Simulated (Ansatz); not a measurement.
Two isomers of C5H9B: A = `C=CCC1BC1`, B = `CBC#CCC`.

Calculated with Ansatz (gas phase, PBE0-D4/def2-TZVP geometries, no zero-point term in ΔE). CBS: MP2 limit from def2 TZ/QZ plus the TZ coupled-cluster correction, frozen cores. Functionals use def2-TZVPP. B3LYP here is the variant with VWN-RPA as its local correlation; programs differ in this. Each species was taken in one conformer, which may not be the lowest.

Which isomer does CCSD(T)/CBS put lower? Give the gap. (Estimate.)

Computed: B, by 26.1 kcal/mol.

Give E(B) − E(A) in kcal/mol with ωB97M-V, B3LYP, MP2/def2-TZVPP, CCSD/def2-TZVPP, PBE-D4, r2SCAN-D4, PBE0-D4. (An estimate is asked.)

The calculation gave: ωB97M-V -24.2, B3LYP -29.7, MP2/def2-TZVPP -27.7, CCSD/def2-TZVPP -26.4, PBE-D4 -24.2, r2SCAN-D4 -25.5, PBE0-D4 -22.7. None reverses the order clearly.

Largest T1 diagnostic: 0.012.

The D4 term adds +2.1 kcal/mol with B3LYP and +1.1 kcal/mol with PBE0; it sums over pairs of atoms, weighted by their polarisabilities, and B3LYP, whose exchange is more repulsive, gets the larger term. In def2-TZVPP, CCSD(T) changes the Hartree–Fock value by +4.6 kcal/mol (the triples alone add −0.0 kcal/mol) and MP2 by +3.4 kcal/mol.
